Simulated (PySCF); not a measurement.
H6OSi2, SMILES [SiH3]O[SiH3].

Geometry optimised at PBE0-D3(BJ)/def2-SVP.

Two levels are set side by side: PBE/def2-TZVPD (PySCF) and ωB97X/def2-TZVPD (PySCF). Same geometry, gas phase. Differences are taken from unrounded values.

| quantity | ωB97X |
|---|---|
| orbital gap (eV) | 12.61 |
| highest occupied level (eV) | -11.14 |
| lowest empty level (eV) | 1.46 |
| dipole moment (D) | 0.33 |
| mean polarisability (bohr³) | 58.1 |

**Question.** What does PBE give, and how far is it from ωB97X? (Estimate from the structure and the level; the computed values follow.)

**Answer.** 
```json
[
 {"quantity": "orbital gap (eV)", "PBE": "6.02", "PBE minus ωB97X": "-6.58"},
 {"quantity": "highest occupied level (eV)", "PBE": "-7.31", "PBE minus ωB97X": "3.83"},
 {"quantity": "lowest empty level (eV)", "PBE": "-1.29", "PBE minus ωB97X": "-2.75"},
 {"quantity": "dipole moment (D)", "PBE": "0.27", "PBE minus ωB97X": "-0.06"},
 {"quantity": "mean polarisability (bohr³)", "PBE": "61.6", "PBE minus ωB97X": "3.5"}
]
```

Without exact exchange PBE keeps part of each electron's self-repulsion, which lifts occupied levels and narrows the gap. Loosely held outer electrons make PBE densities more polarisable. Differences between two approximate levels are no errors against the true value.

Rough cost on one machine, each run with all the roots and properties that it gave: ωB97X against PBE within a factor of 2.
